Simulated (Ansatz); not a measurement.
Ansatz (an electronic-structure program) input (BHLYP/def2-TZVPD):

Ansatz 0.2 input:
```yaml
crystal:
  periodic: [false, false, false]
  atoms:
    - {symbol: F, position_ang: [-2.32837347, -1.22451304, -0.09119429]}
    - {symbol: C, position_ang: [-1.37224621, -0.26985987, -0.30051207]}
    - {symbol: F, position_ang: [-1.82211518, 0.88650125, 0.26264984]}
    - {symbol: C, position_ang: [-0.08871831, -0.72508186, 0.36419000]}
    - {symbol: C, position_ang: [1.11259043, 0.13187850, 0.03133525]}
    - {symbol: F, position_ang: [2.22806293, -0.39071146, 0.57605720]}
    - {symbol: F, position_ang: [1.31244156, 0.20053366, -1.30405626]}
    - {symbol: F, position_ang: [0.99550429, 1.39044344, 0.48202791]}
    - {symbol: H, position_ang: [-1.28269281, -0.11041914, -1.37620172]}
    - {symbol: H, position_ang: [-0.22824959, -0.73221063, 1.44501624]}
    - {symbol: H, position_ang: [0.13150553, -1.73927520, 0.03174672]}
basis:
  gaussian:
    orbitals: def2-TZVPD
hamiltonian:
  xc: {name: BHLYP}
output: {forces: true}
```

End of the output:

```
integrals: 0.41 GiB planned
1935 factors; their error is unknown
0.51 GiB of the device are held for the grids
2.30 GiB of device memory are held for the factors and their scratch space
mean field: 2.77 GiB planned
mean field evaluation 1: about -16740.5961 eV, gradient 5.5e1 eV
mean field evaluation 2: about -16741.3580 eV, gradient 5.4e1 eV
mean field evaluation 4: about -16745.1567 eV, gradient 2.0e0 eV
mean field evaluation 8: about -16745.1631 eV, gradient 1.0e-1 eV
mean field evaluation 16: about -16745.2425 eV, gradient 7.4e-3 eV
mean field -16745.24254323 eV, -615.3763131308 hartree, gradient 1.8e-5 eV, S^2 0.000000; 0 other end points of the search recorded, 0 dependent functions left out
the calculation of the forces begins
reference -16745.24274804 eV, -615.3763206574 hartree; 33, 33 occupied and 305, 305 virtual orbitals, 1935 factors
Total energy: -16745.24274804 eV, -615.3763206574 hartree
Atom 0 at    -2.328373    -1.224513    -0.091194 Å, force     0.592261     0.622356    -0.083258 eV/Å
Atom 1 at    -1.372246    -0.269860    -0.300512 Å, force    -0.426607     0.088345     0.162989 eV/Å
Atom 2 at    -1.822115     0.886501     0.262650 Å, force     0.242049    -0.744349    -0.315693 eV/Å
Atom 3 at    -0.088718    -0.725082     0.364190 Å, force    -0.001048     0.027286     0.007746 eV/Å
Atom 4 at     1.112590     0.131879     0.031335 Å, force     0.447697     0.308693    -0.127524 eV/Å
Atom 5 at     2.228063    -0.390711     0.576057 Å, force    -0.811499     0.413896    -0.420908 eV/Å
Atom 6 at     1.312442     0.200534    -1.304056 Å, force    -0.113333    -0.023984     0.976526 eV/Å
Atom 7 at     0.995504     1.390443     0.482028 Å, force     0.128184    -0.910744    -0.349741 eV/Å
Atom 8 at    -1.282693    -0.110419    -1.376202 Å, force    -0.054987    -0.042711     0.335256 eV/Å
Atom 9 at    -0.228250    -0.732211     1.445016 Å, force     0.046784     0.015150    -0.253311 eV/Å
Atom 10 at     0.131506    -1.739275     0.031747 Å, force    -0.049503     0.246061     0.067917 eV/Å
Dipole moment:     0.034797    -0.316889    -0.064998 e Å
```
